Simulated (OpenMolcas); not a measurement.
# What dynamic correlation does to the levels of neutral caesium

```yaml
Program: OpenMolcas 26.06
Basis: ANO-RCC-VQZP [9s8p5d3f2g]
Scalar_Hamiltonian: DKH2, point nucleus
Active_space: 1 electron in 9 orbitals (5d 6s 6p)
State_averaging: 2S+1 = 2 even, 6 roots; 2S+1 = 2 odd, 3 roots
Spin-orbit_coupling: state interaction with AMFI integrals over the reference wave functions, term energies averaged over their components
```

Methods on the same reference wave functions:
A. CASSCF
B. SS-CASPT2, IPEA 0.25 Eh, imaginary shift 0.1 Eh (closed shells correlated: 5s 5p)

Energies in eV above 6s ²S_1/2, the measured ground level; measured values from NIST Handbook of Basic Atomic Spectroscopic Data.

```json
{"Level": "6s ²S_1/2", "A": "0.0000", "B": "0.0000", "Measured": "0.0000"}
{"Level": "6p ²P°_1/2", "A": "1.1518", "B": "1.364", "Measured": "1.3859"}
{"Level": "6p ²P°_3/2", "A": "1.1888", "B": "1.401", "Measured": "1.4546"}
{"Level": "5d ²D_3/2", "A": "1.7839", "B": "1.824", "Measured": "1.7977"}
{"Level": "5d ²D_5/2", "A": "1.8012", "B": "1.842", "Measured": "1.8098"}
```

Deviations, from unrounded energies. A percentage is the sum of absolute deviations over the sum of measured energies, with the sign that they share, or ± where signs differ.

```tsv
Against measurement	Levels	A	B
mean absolute deviation (cm-1)	4	1100	270
other configurations (%)	4	-8.1	±2.1
```

B lies closest to measurement on these levels. The largest miss of B in the table is 6p ²P°_3/2, by -430 cm-1. The ranking rests on the paired levels alone, and a cruder setting can come out closer through cancelling errors.

The lowest spin-free term lies below A's lowest term by 0.173 hartree in B.

CASPT2 does not keep the components of a term degenerate, so their means are used; among the terms shown or strongly mixed into the levels shown the widest spread is 120 cm-1 (5d ²D, B). ANO sets are built for ground and valence states and can reach diffuse excited orbitals poorly. With one active electron the reference holds no correlation, so core polarisation is missing (holds for A). With one active electron, CASPT2 adds the correlation within the correlated inactive shells and between them and that electron, and leaves the splitting within a term as the reference gives it (holds for B). Computed and measured levels are paired by configuration, term and J; levels that our copy of the source lacks, or whose pairing is in doubt (as where it misses far off the trend of its configuration), stay unpaired and out of the deviations. Levels of configurations outside the active space are missing.

° marks odd parity.
